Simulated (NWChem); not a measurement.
System: NH3TeSe; SMILES N[Te][SeH]

Excerpt of the output:

```
             Northwest Computational Chemistry Package (NWChem) 7.3.0
             --------------------------------------------------------

 C1  symmetry detected

                             Geometry "geometry" -> ""
                             -------------------------

 Output coordinates in angstroms (scale by  1.889725989 to convert to a.u.)

  No.       Tag          Charge          X              Y              Z
 ---- ---------------- ---------- -------------- -------------- --------------
    1 Te                  52.0000     0.31898280    -0.84326844    -0.00730534
    2 N                    7.0000    -1.60505370    -1.48707154    -0.00956815
    3 H                    1.0000    -1.85490578    -2.01505148     0.82197279
    4 H                    1.0000    -1.86116753    -1.98924194    -0.85507172
    5 Se                  34.0000    -0.04454661     1.65978718    -0.02808951
    6 H                    1.0000    -0.12107182     1.83098888     1.43499701

 Effective nuclear repulsion energy (a.u.)     560.3791957907

                                 NWChem DFT Module
                                 -----------------

 Summary of "ao basis" -> "ao basis" (spherical)
 ------------------------------------------------------------------------------
       Tag                 Description            Shells   Functions and Types
 ---------------- ------------------------------  ------  ---------------------
 Te                         def2-svp                10       26   4s4p2d
 N                          def2-svp                 6       14   3s2p1d
 H                          def2-svp                 3        5   2s1p
 Se                         def2-svp                12       32   5s4p3d

            General Information
            -------------------
          SCF calculation type: DFT
          Wavefunction type:  closed shell.
          No. of atoms     :     6
          No. of electrons :    68
           Alpha electrons :    34
            Beta electrons :    34
          Charge           :     0
          Spin multiplicity:     1
          Use of symmetry is: off; symmetry adaption is: off
          Maximum number of iterations: 150
          AO basis - number of functions:    87
                     number of shells:    37
          Convergence on energy requested:  1.00D-06
          Convergence on density requested:  1.00D-05
          Convergence on gradient requested:  5.00D-04

              XC Information
              --------------
                         B3LYP Method XC Potential
                     Hartree-Fock (Exact) Exchange  0.200
                        Slater Exchange Functional  0.800 local
                    Becke 1988 Exchange Functional  0.720 non-local
              Lee-Yang-Parr Correlation Functional  0.810
                  VWN I RPA Correlation Functional  0.190 local

             Grid Information
             ----------------
          Grid used for XC integration:  medium
          Radial quadrature: Mura-Knowles
          Angular quadrature: Lebedev.
          Tag              B.-S. Rad. Rad. Pts. Rad. Cut. Ang. Pts.
          ---              ---------- --------- --------- ---------
          Te                  1.40      123          10.0       590
          N                   0.65       49          10.0       434
          H                   0.35       45          12.0       434
          Se                  1.15      112          11.0       590
          Grid pruning is: on
          Number of quadrature shells:   419
          Spatial weights used:  Erf1

      Superposition of Atomic Density Guess
      -------------------------------------

 Sum of atomic energies:       -2766.47752226

      Non-variational initial energy
      ------------------------------

 Total energy =   -2722.931655
 1-e energy   =   -4471.478320
 2-e energy   =    1454.658870
 HOMO         =      -0.224435
 LUMO         =      -0.021091

   convergence    iter        energy       DeltaE   RMS-Dens  Diis-err
 ---------------- ----- ----------------- --------- --------- ---------
 d= 0,ls=0.0,diis     1  -2725.8742230006 -3.02D+03  1.15D-02  3.54D-01
 d= 0,ls=0.0,diis     2  -2725.8826957317 -8.47D-03  6.29D-03  2.65D-01
 d= 0,ls=0.0,diis     3  -2725.9047689585 -2.21D-02  2.51D-03  9.44D-02
 d= 0,ls=0.0,diis     4  -2725.9159118797 -1.11D-02  7.69D-04  3.81D-03
 d= 0,ls=0.0,diis     5  -2725.9163127779 -4.01D-04  3.37D-04  3.86D-04
  Resetting Diis
 d= 0,ls=0.0,diis     6  -2725.9163765586 -6.38D-05  8.10D-05  3.52D-05
 d= 0,ls=0.0,diis     7  -2725.9163828002 -6.24D-06  2.09D-05  9.04D-07
 d= 0,ls=0.0,diis     8  -2725.9163828248 -2.46D-08  1.07D-05  7.22D-07
 d= 0,ls=0.0,diis     9  -2725.9163829466 -1.22D-07  1.96D-06  2.18D-08

         Total DFT energy =    -2725.916382946623
      One electron energy =    -4473.373284473038
           Coulomb energy =     1569.678872774420
    Exchange-Corr. energy =     -116.109766181742
 Nuclear repulsion energy =      293.887794933738

 Numeric. integr. density =       68.000011363524

                       DFT Final Molecular Orbital Analysis
                       ------------------------------------

 Vector   32  Occ=2.000000D+00  E=-2.538910D-01
              MO Center= -1.0D+00, -7.4D-01, -2.3D-02, r^2= 3.6D+00
   Bfn.  Coefficient  Atom+Function         Bfn.  Coefficient  Atom+Function
  ----- ------------  ---------------      ----- ------------  ---------------
    31      0.371794  2 N  py                34     -0.313800  2 N  py
    30     -0.311598  2 N  px                66     -0.281963  5 Se py
    33      0.273428  2 N  px                63     -0.244220  5 Se py
    11     -0.193319  1 Te px                 4     -0.184107  1 Te s
    60      0.153144  5 Se py                29     -0.127142  2 N  s

 Vector   33  Occ=2.000000D+00  E=-2.430685D-01
              MO Center= -6.6D-02,  1.4D+00, -1.1D-02, r^2= 2.3D+00
   Bfn.  Coefficient  Atom+Function         Bfn.  Coefficient  Atom+Function
  ----- ------------  ---------------      ----- ------------  ---------------
    65      0.592565  5 Se px                62      0.495019  5 Se px
    59     -0.314866  5 Se px                29      0.126719  2 N  s
    56      0.102197  5 Se px                30     -0.096785  2 N  px
     4     -0.092995  1 Te s                 33      0.086854  2 N  px
     3     -0.081776  1 Te s                 31     -0.063714  2 N  py

 Vector   34  Occ=2.000000D+00  E=-2.221085D-01
              MO Center=  2.6D-01, -6.9D-01,  2.7D-02, r^2= 2.8D+00
   Bfn.  Coefficient  Atom+Function         Bfn.  Coefficient  Atom+Function
  ----- ------------  ---------------      ----- ------------  ---------------
    13      0.588673  1 Te pz                16      0.554738  1 Te pz
    10     -0.230252  1 Te pz                 7     -0.179263  1 Te pz
    83     -0.121700  6 H  s                 84     -0.113296  6 H  s
    55      0.104069  5 Se s                 41     -0.083760  3 H  s
    46      0.083817  4 H  s                 32      0.077251  2 N  pz

 Vector   35  Occ=0.000000D+00  E=-5.646468D-02
              MO Center=  1.4D-01,  2.2D-02,  8.2D-03, r^2= 4.7D+00
   Bfn.  Coefficient  Atom+Function         Bfn.  Coefficient  Atom+Function
  ----- ------------  ---------------      ----- ------------  ---------------
    15      0.738444  1 Te py                66      0.679774  5 Se py
    12      0.450686  1 Te py                55     -0.323862  5 Se s
    63      0.319387  5 Se py                 3      0.301399  1 Te s
    54     -0.229388  5 Se s                 60     -0.209490  5 Se py
     4      0.185008  1 Te s                  9     -0.173708  1 Te py

 Vector   36  Occ=0.000000D+00  E=-2.853771D-02
              MO Center= -1.7D-01, -9.6D-01, -2.8D-03, r^2= 4.2D+00
   Bfn.  Coefficient  Atom+Function         Bfn.  Coefficient  Atom+Function
  ----- ------------  ---------------      ----- ------------  ---------------
    29      0.861879  2 N  s                 14      0.742936  1 Te px
    11      0.386552  1 Te px                33      0.330647  2 N  px
    42     -0.286168  3 H  s                 47     -0.280542  4 H  s
    30     -0.277225  2 N  px                 4     -0.254115  1 Te s
     3     -0.224928  1 Te s                 15      0.211717  1 Te py

 Vector   37  Occ=0.000000D+00  E= 1.894818D-02
              MO Center= -7.1D-02,  1.6D+00,  7.9D-01, r^2= 3.3D+00
   Bfn.  Coefficient  Atom+Function         Bfn.  Coefficient  Atom+Function
  ----- ------------  ---------------      ----- ------------  ---------------
    84      1.308139  6 H  s                 67     -0.988216  5 Se pz
    55     -0.686750  5 Se s                 83      0.303242  6 H  s
    64     -0.297846  5 Se pz                54     -0.277058  5 Se s
     3     -0.214801  1 Te s                 61      0.198533  5 Se pz
     4      0.189283  1 Te s                 53      0.172374  5 Se s

     Multipole analysis of the density
     ---------------------------------

     L   x y z        total         alpha         beta         nuclear
     -   - - -        -----         -----         ----         -------
     0   0 0 0     -0.000000    -34.000000    -34.000000     68.000000

     1   1 0 0     -0.086639      8.395742      8.395742    -16.878123
     1   0 1 0     -0.783242    -22.701269    -22.701269     44.619296
     1   0 0 1      0.241289     -0.072627     -0.072627      0.386542

     2   2 0 0    -38.546398    -68.307716    -68.307716     98.069033
     2   1 1 0      2.059273    -25.675793    -25.675793     53.410860
     2   1 0 1     -0.103762     -0.028903     -0.028903     -0.045956
     2   0 2 0    -34.311683   -262.813867   -262.813867    491.316051
     2   0 1 1      1.127463     -1.818829     -1.818829      4.765122
     2   0 0 2    -37.474066    -24.977025    -24.977025     12.479983

                                 NWChem DFT Module
                                 -----------------

            General Information
            -------------------
          SCF calculation type: DFT
          Wavefunction type:  spin polarized.
          No. of atoms     :     6
          No. of electrons :    67
           Alpha electrons :    34
            Beta electrons :    33
          Charge           :     1
          Spin multiplicity:     2
          Use of symmetry is: off; symmetry adaption is: off
          Maximum number of iterations: 150
          AO basis - number of functions:    87
                     number of shells:    37
          Convergence on energy requested:  1.00D-06
          Convergence on density requested:  1.00D-05
          Convergence on gradient requested:  5.00D-04

              XC Information
              --------------
                         B3LYP Method XC Potential
                     Hartree-Fock (Exact) Exchange  0.200
                        Slater Exchange Functional  0.800 local
                    Becke 1988 Exchange Functional  0.720 non-local
              Lee-Yang-Parr Correlation Functional  0.810
                  VWN I RPA Correlation Functional  0.190 local

             Grid Information
             ----------------
          Grid used for XC integration:  medium
          Radial quadrature: Mura-Knowles
          Angular quadrature: Lebedev.
          Tag              B.-S. Rad. Rad. Pts. Rad. Cut. Ang. Pts.
          ---              ---------- --------- --------- ---------
          Te                  1.40      123          10.0       590
          N                   0.65       49          10.0       434
          H                   0.35       45          12.0       434
          Se                  1.15      112          11.0       590
          Grid pruning is: on
          Number of quadrature shells:   419
          Spatial weights used:  Erf1

      Superposition of Atomic Density Guess
      -------------------------------------

 Sum of atomic energies:       -2766.47752226

 Renormalizing density from      68.00 to     67

      Non-variational initial energy
      ------------------------------

 Total energy =   -2699.644117
 1-e energy   =   -4405.721286
 2-e energy   =    1412.189375
 HOMO         =      -0.496206
 LUMO         =      -0.329497

   convergence    iter        energy       DeltaE   RMS-Dens  Diis-err
 ---------------- ----- ----------------- --------- --------- ---------
 d= 0,ls=0.0,diis     1  -2725.3208333755 -3.02D+03  1.89D-02  1.30D+00
                                                     2.01D-02  1.29D+00
 d= 0,ls=0.0,diis     2  -2724.5777142826  7.43D-01  1.87D-02  2.43D+00
                                                     1.97D-02  2.11D+00
 d= 0,ls=0.0,diis     3  -2725.4168195008 -8.39D-01  6.75D-03  2.20D-01
                                                     6.54D-03  1.95D-01
 d= 0,ls=0.0,diis     4  -2725.6015347816 -1.85D-01  1.63D-03  7.57D-03
                                                     1.56D-03  5.84D-03
 d= 0,ls=0.0,diis     5  -2725.5983531863  3.18D-03  9.84D-04  1.42D-02
                                                     1.02D-03  1.48D-02
  Resetting Diis
 d= 0,ls=0.0,diis     6  -2725.6055618513 -7.21D-03  2.01D-04  2.27D-04
                                                     2.54D-04  2.00D-04
 d= 0,ls=0.0,diis     7  -2725.6057312550 -1.69D-04  1.51D-04  2.28D-05
                                                     2.03D-04  2.00D-05
 d= 0,ls=0.0,diis     8  -2725.6057485468 -1.73D-05  7.78D-05  2.93D-05
                                                     1.60D-04  3.23D-05
 d= 0,ls=0.0,diis     9  -2725.6057825969 -3.41D-05  2.91D-05  6.25D-06
                                                     6.73D-05  5.57D-06
 d= 0,ls=0.0,diis    10  -2725.6057922121 -9.62D-06  5.45D-05  1.98D-06
                                                     2.66D-04  1.79D-06
 d= 0,ls=0.0,diis    11  -2725.6058136575 -2.14D-05  2.99D-05  1.85D-06
                                                     1.17D-04  1.40D-06
 d= 0,ls=0.0,diis    12  -2725.6058208079 -7.15D-06  5.08D-05  1.43D-06
                                                     2.12D-04  9.12D-07
 d= 0,ls=0.0,diis    13  -2725.6058298286 -9.02D-06  4.76D-05  4.86D-07
                                                     1.77D-04  3.05D-07
 d= 0,ls=0.0,diis    14  -2725.6058336072 -3.78D-06  1.43D-05  5.00D-08
                                                     5.43D-05  3.84D-08
 d= 0,ls=0.0,diis    15  -2725.6058341542 -5.47D-07  5.29D-06  1.08D-08
                                                     2.44D-05  1.16D-08
 d= 0,ls=0.0,diis    16  -2725.6058343147 -1.60D-07  5.50D-06  5.32D-09
                                                     2.53D-05  5.32D-09
 d= 0,ls=0.0,diis    17  -2725.6058344112 -9.65D-08  2.29D-06  8.63D-10
                                                     1.24D-05  9.48D-10
 d= 0,ls=0.0,diis    18  -2725.6058344314 -2.03D-08  8.64D-07  1.73D-10
                                                     3.96D-06  1.68D-10

         Total DFT energy =    -2725.605834431440
      One electron energy =    -4457.540366423557
           Coulomb energy =     1553.860996823529
    Exchange-Corr. energy =     -115.814259765149
 Nuclear repulsion energy =      293.887794933738

 Numeric. integr. density =       67.000011067384

                    DFT Final Alpha Molecular Orbital Analysis
                    ------------------------------------------

[...]
```

Level: B3LYP/def2-SVP with def2 effective core potentials on Te, vertical spin-unrestricted ions. Structure relaxed at the PBE0/def2-SVP level. Not confirmed as a minimum by frequencies. B3LYP is NWChem's, with the RPA form of VWN correlation. def2 effective core potentials on Te; no spin-orbit coupling.

Q: Which NWChem input produces such a log?

A: One answer among several that fit: the input that was run:
```
start job
memory heap 200 mb stack 900 mb global 1100 mb
geometry units angstroms noautoz
  Te     0.261355    -0.810820    -0.007493
  N     -1.697250    -1.340094    -0.019304
  H     -1.982441    -1.850227     0.812008
  H     -1.977796    -1.828529    -0.865100
  Se     0.046159     1.709248    -0.036146
  H     -0.028316     1.888532     1.426078
end
basis spherical
  * library def2-svp
end
ecp
  Te library def2-ecp
end
dft
  xc b3lyp
  iterations 150
  vectors input atomic output neutral.movecs
end
task dft energy
charge 1
dft
  odft
  mult 2
  vectors input atomic output cation.movecs
end
task dft energy
```
